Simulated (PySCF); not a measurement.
CH8Cl2N2Si2, singlet, at a GFN2-xTB geometry, atoms displaced at random by about 0.08 Å a coordinate; PySCF with PBE/STO-3G, gradient.

PySCF was given this input:
```python
from pyscf import gto, scf, dft

mol = gto.Mole()
mol.atom = '''
    Si    1.112371   -0.584592   -0.195396
    Cl    0.637185   -1.544421    1.431723
    Cl    2.561925    0.720478   -0.070535
    N    -0.561275    0.168931   -0.678762
    C    -0.511495    1.147380   -1.929756
    Si   -1.960830    0.125238    0.237973
    N    -3.117377    1.059121   -0.532500
    H     1.172089   -1.700279   -1.378186
    H    -0.160962    0.424325   -2.759418
    H     0.341179    1.774460   -1.700551
    H    -1.296181    1.467934   -1.941063
    H    -1.764172    0.886360    1.613160
    H    -2.390126   -1.279249    0.396322
    H    -3.364178    2.037014   -0.435014
    H    -3.683572    0.845788   -1.319770
'''
mol.basis = 'sto-3g'
mol.charge = 0
mol.spin = 0
mol.verbose = 3
mol.build()

mf = dft.RKS(mol)
mf.xc = 'pbe'
mf.conv_tol = 1e-4
mf.kernel()
g = mf.nuc_grad_method()
grad = g.kernel()
```

Output, abridged:

```
converged SCF energy = -1632.19489909327
--------------- RKS gradients ---------------
         x                y                z
0 Si     0.1236467669     0.0318551653     0.1415642624
1 Cl     0.0126095043     0.0450437242    -0.0807233708
2 Cl    -0.0656458678    -0.0528040763    -0.0038745251
3 N    -0.1001724380    -0.0018585223     0.0345071260
4 C    -0.4049330503     0.2461158607    -0.0442164867
5 Si     0.0246716311    -0.0154868549    -0.0797278872
6 N     0.0173083864    -0.0188400712     0.0027910839
7 H    -0.0178724828    -0.0358819876    -0.0381608098
8 H     0.0216639663    -0.0318817423    -0.0069017777
9 H    -0.0039936169    -0.0283010309     0.0073157151
10 H     0.3795893472    -0.1681816471     0.0246886995
11 H     0.0050078514     0.0257979365     0.0316950301
12 H     0.0001996355    -0.0061456628    -0.0019110498
13 H    -0.0127515572    -0.0271196370    -0.0268616857
14 H     0.0206535075     0.0376511515     0.0398996343
----------------------------------------------
```
